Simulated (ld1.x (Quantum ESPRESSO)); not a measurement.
## Be (Z = 4), PAW: configuration errors across variants

- Element: beryllium (Be)
- Generator: ld1.x (Quantum ESPRESSO) 7.5
- Type: PAW
- Functional: PBE
- Relativity: scalar-relativistic
- Frozen core: none
- Valence charge: 4
- Reference configuration: 1s2 2s2 2p0
- Partial waves: 1s (bound): rcut 0.80, rcutus 0.85 bohr; 2s (bound): rcut 0.80, rcutus 0.85 bohr; 2p (bound, empty): rcut 2.75, rcutus 2.90 bohr; 2p channel at 0.2 Ry: rcut 2.75, rcutus 2.90 bohr; 3d channel at -0.1 Ry: rcut 2.15, rcutus 2.60 bohr; 3d channel at 1.7 Ry: rcut 2.15, rcutus 2.60 bohr
- Local potential: all-electron potential smoothed inside 0.80 bohr (lloc = -2)
- Core correction: none
- Augmentation charge: PSQ, inside the norm-conserving radii

All-electron excitation energies from the reference (eV): (1) 1s2 2s1 2p0 9.551; (2) 1s2 2s0 2p0 27.499; (3) 1s2 2s1.5 2p0 3.761; (4) 1s2 2s1 2p1 3.612; (5) 1s1 2s2 2p0 128.282; (6) 1s2 2s0 2p2 7.251; (7) 1s2 2s0 2p1 13.460.

The overlap operator is not positive definite (basis up to 400 Ry) in “base”, “wave 2p channel at 0.2 Ry: rcut 2.75, rcutus 2.90 bohr becomes 2p channel at 2.41 Ry: rcut 2.75, rcutus 2.90 bohr”, “local potential all-electron potential smoothed inside 0.75 bohr (lloc = -1)”, “waves 1s (bound): rcut 0.58, rcutus 0.62 bohr; 2s (bound): rcut 0.58, rcutus 0.62 bohr”, “waves 3d channel at -0.1 Ry: rcut 2.15, rcutus 3.58 bohr; 3d channel at 1.7 Ry: rcut 2.15, rcutus 3.58 bohr”, “augmentation BESSEL, radius 0.70 bohr”, “waves 2p (bound): rcut 2.75, rcutus 3.50 bohr; 2p channel at 0.2 Ry: rcut 2.75, rcutus 3.50 bohr”, “all radii scaled by about 1.39 (s 1.18, p 4.04, d 3.62 bohr, rcut 1.12/3.84/3.00); local potential all-electron potential smoothed inside 1.12 bohr (lloc = -2)”. Such files are unfit for use, however small their errors in these radial tests.

1 further variants failed, have other tests or too few solved ones, and are left out.

A true bound ghost makes a file unfit for plane-wave use even where its test errors are small: the radial tests pick states by their node count and pass the ghost by.

Errors AE − PS in meV (a dash: test not solved or not reliable):

| change | (1) | (2) | (3) | (4) | (5) | (6) | (7) | bound ghosts |
| --- | --- | --- | --- | --- | --- | --- | --- | --- |
| base | 0.0 | -0.1 | 0.0 | +1.4 | -29 | +2.1 | +0.5 | not determined (overlap not positive) |
| wave 2p channel at 0.2 Ry: rcut 2.75, rcutus 2.90 bohr becomes 2p channel at 2.41 Ry: rcut 2.75, rcutus 2.90 bohr | 0.0 | -0.1 | 0.0 | +1.3 | -29 | -0.7 | +2.4 | not determined (overlap not positive) |
| local potential all-electron potential smoothed inside 0.75 bohr (lloc = -1) | 0.0 | -0.1 | 0.0 | +1.4 | -25 | +2.1 | +0.6 | not determined (overlap not positive) |
| waves 1s (bound): rcut 0.58, rcutus 0.62 bohr; 2s (bound): rcut 0.58, rcutus 0.62 bohr | +0.1 | +0.1 | 0.0 | +2.6 | -12 | +2.6 | +0.6 | not determined (overlap not positive) |
| waves 3d channel at -0.1 Ry: rcut 2.15, rcutus 3.58 bohr; 3d channel at 1.7 Ry: rcut 2.15, rcutus 3.58 bohr | 0.0 | -0.1 | 0.0 | +1.4 | -29 | +2.1 | +0.5 | not determined (overlap not positive) |
| augmentation BESSEL, radius 0.70 bohr | 0.0 | -0.1 | 0.0 | +4.8 | -28 | +16 | +14 | not determined (overlap not positive) |
| waves 2p (bound): rcut 2.75, rcutus 3.50 bohr; 2p channel at 0.2 Ry: rcut 2.75, rcutus 3.50 bohr | 0.0 | -0.1 | 0.0 | +1.6 | -29 | +0.4 | -3.3 | not determined (overlap not positive) |
| all radii scaled by about 1.39 (s 1.18, p 4.04, d 3.62 bohr, rcut 1.12/3.84/3.00); local potential all-electron potential smoothed inside 1.12 bohr (lloc = -2) | -0.3 | -0.7 | -0.1 | -5.6 | – | – | – | p (d not tested, overlap not positive) |

Give the same row for: type TM; waves now 1s (bound): rc 0.85 bohr; 2p (bound): rc 2.90 bohr; 3d channel at -0.1 Ry: rc 2.60 bohr; local potential all-electron potential smoothed inside 0.95 bohr (lloc = -1).

+365, +1004, +154, +260, +897, +525, +672; bound ghosts: none.
